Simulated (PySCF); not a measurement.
Cd(I)(Et) (C₂H₅CdI), SMILES C[CH2][Cd][I].

The structure is a stationary point at PBE0-D3(BJ)/def2-SVP. The structure was generated by enumeration; whether it is a known compound was not checked. The def2 effective core potentials stand for the cores of Cd, I; spin–orbit coupling is left out. One conformer was computed; it need not be the lowest.

All values below come from TDA-PBE/def2-SVPD (PySCF 2.14.0).

Vertical excitations. Gas-phase values at a fixed geometry. State labels are in the subgroup Cs.

**Question.** Estimate the UV-visible absorptions. (The exact figures need the calculation; the answer reports its results.)

**Answer.** 
| state | symmetry | energy (eV) | λ (nm) | f | main pairs |
|---|---|---|---|---|---|
| S1 | A" | 4.43 | 280 | 0.017 | HOMO→LUMO 100 % |
| S2 | A' | 4.44 | 279 | 0.017 | HOMO−1→LUMO 100 % |
| S3 | A" | 4.92 | 252 | 0.000 | HOMO→LUMO+1 93 % |
| S4 | A' | 4.99 | 249 | 0.000 | HOMO−1→LUMO+1 62 %, HOMO→LUMO+2 37 % |
| S5 | A" | 5.01 | 247 | 0.000 | HOMO−1→LUMO+2 93 % |
| S6 | A' | 5.21 | 238 | 0.018 | HOMO→LUMO+2 43 %, HOMO−2→LUMO 27 %, HOMO−1→LUMO+1 21 % |
| S7 | A' | 5.37 | 231 | 0.011 | HOMO−2→LUMO+1 94 % |
| S8 | A" | 5.44 | 228 | 0.010 | HOMO−2→LUMO+2 98 % |
| S9 | A' | 5.94 | 209 | 0.762 | HOMO−2→LUMO 52 %, HOMO−3→LUMO 17 % |
| S10 | A" | 6.38 | 194 | 0.006 | HOMO→LUMO+3 100 % |
| T1 | A" | 4.15 | 299 | 0 | HOMO→LUMO 100 % |
| T2 | A' | 4.15 | 298 | 0 | HOMO−1→LUMO 100 % |
| T3 | A' | 4.21 | 295 | 0 | HOMO−2→LUMO 99 % |
| T4 | A' | 4.73 | 262 | 0 | HOMO−1→LUMO+1 77 %, HOMO→LUMO+2 22 % |
Triplets are in the Tamm–Dancoff approximation.
